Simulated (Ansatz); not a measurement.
A nudged elastic band was laid between two geometries of CH7BF2SiSn (13 atoms, charge 0, multiplicity 1).

Computed with RKS PBE0-D4/def2-SVP (Ansatz).

```json
{
 "movable images": "9",
 "climbing image": "yes",
 "spring": "5.0 eV/Å²",
 "optimiser": "quadratic models (default)",
 "start path": "IDPP",
 "force threshold": "0.05 eV/Å",
 "iteration limit": "60",
 "end points": "relaxed"
}
```

Initial state:

```xyz
13
Properties=species:S:1:pos:R:3
B -1.137 -2.063 0.977
Sn 0.775 -0.901 0.943
F 2.247 -2.175 0.704
Si 0.961 0.763 -1.014
C -0.682 1.722 -0.790
F -1.076 1.610 0.540
H -2.181 -1.483 1.153
H -1.137 -3.253 0.787
H 1.185 -0.126 2.418
H 2.141 1.669 -0.876
H 0.997 0.119 -2.362
H -0.597 2.793 -1.039
H -1.475 1.291 -1.426
```

Final state:

```xyz
13
Properties=species:S:1:pos:R:3
B -1.129 -2.068 0.985
Sn 0.776 -0.894 0.945
F 2.255 -2.161 0.711
Si 0.955 0.760 -1.021
C -0.686 1.723 -0.792
F -1.093 1.591 0.531
H -1.119 -3.259 0.800
H -2.175 -1.496 1.162
H 1.184 -0.110 2.417
H 2.137 1.665 -0.893
H 0.983 0.109 -2.365
H -0.592 2.798 -1.022
H -1.476 1.309 -1.443
```

(1) What changes between the two ends?

(2) Give the energies along the band, and the barrier.

(3) What is the geometry of the highest image?

The band took 10 iterations and about 6 core-minutes.

## Answers

(1) No bond is made or broken. The dihedral H8–B1–Sn2–Si4 goes from 113 to -65°. The two ends are copies of one structure, up to a mirror image or an exchange of like atoms.

(2) The run converged. The highest image is number 5 of 0 to 10, 6.1 kJ/mol above the ends, which have the same energy within 2 meV. Beside the main top the profile has a ripple of under 15 meV (maxima at images 1, 5), which may be a very shallow well or noise. A vibrational analysis at the climbing image gives one clearly imaginary mode, 125i cm⁻¹: a first-order saddle point.

```json
{"image": "0", "path coordinate (Å)": "0.00", "energy (kJ/mol)": "0.0", "dihedral H8–B1–Sn2–Si4 (°)": "113"}
{"image": "1", "path coordinate (Å)": "0.66", "energy (kJ/mol)": "0.6", "dihedral H8–B1–Sn2–Si4 (°)": "98"}
{"image": "2", "path coordinate (Å)": "1.32", "energy (kJ/mol)": "0.5", "dihedral H8–B1–Sn2–Si4 (°)": "82"}
{"image": "3", "path coordinate (Å)": "1.97", "energy (kJ/mol)": "-0.3", "dihedral H8–B1–Sn2–Si4 (°)": "59"}
{"image": "4", "path coordinate (Å)": "2.63", "energy (kJ/mol)": "3.8", "dihedral H8–B1–Sn2–Si4 (°)": "35"}
{"image": "5", "path coordinate (Å)": "3.29", "energy (kJ/mol)": "6.1", "dihedral H8–B1–Sn2–Si4 (°)": "14"}
{"image": "6", "path coordinate (Å)": "3.71", "energy (kJ/mol)": "5.7", "dihedral H8–B1–Sn2–Si4 (°)": "-2"}
{"image": "7", "path coordinate (Å)": "4.12", "energy (kJ/mol)": "4.2", "dihedral H8–B1–Sn2–Si4 (°)": "-18"}
{"image": "8", "path coordinate (Å)": "4.54", "energy (kJ/mol)": "2.3", "dihedral H8–B1–Sn2–Si4 (°)": "-34"}
{"image": "9", "path coordinate (Å)": "4.95", "energy (kJ/mol)": "0.7", "dihedral H8–B1–Sn2–Si4 (°)": "-50"}
{"image": "10", "path coordinate (Å)": "5.36", "energy (kJ/mol)": "0.0", "dihedral H8–B1–Sn2–Si4 (°)": "-65"}
```

(3) 
```xyz
13
Properties=species:S:1:pos:R:3
B -1.234 -1.822 1.167
Sn 0.709 -0.663 1.155
F 2.105 -2.035 1.309
Si 1.111 0.637 -1.025
C -0.614 1.480 -1.129
F -1.253 1.327 0.106
H -1.666 -2.290 2.191
H -1.845 -1.993 0.141
H 0.981 0.323 2.536
H 2.200 1.659 -0.960
H 1.331 -0.225 -2.226
H -0.557 2.558 -1.349
H -1.247 1.010 -1.900
```

Run time: 3.2 min on 2 threads of AMD EPYC 9R45 96-Core Processor (Zen 5), on a shared host, peak memory 0.44 GiB.
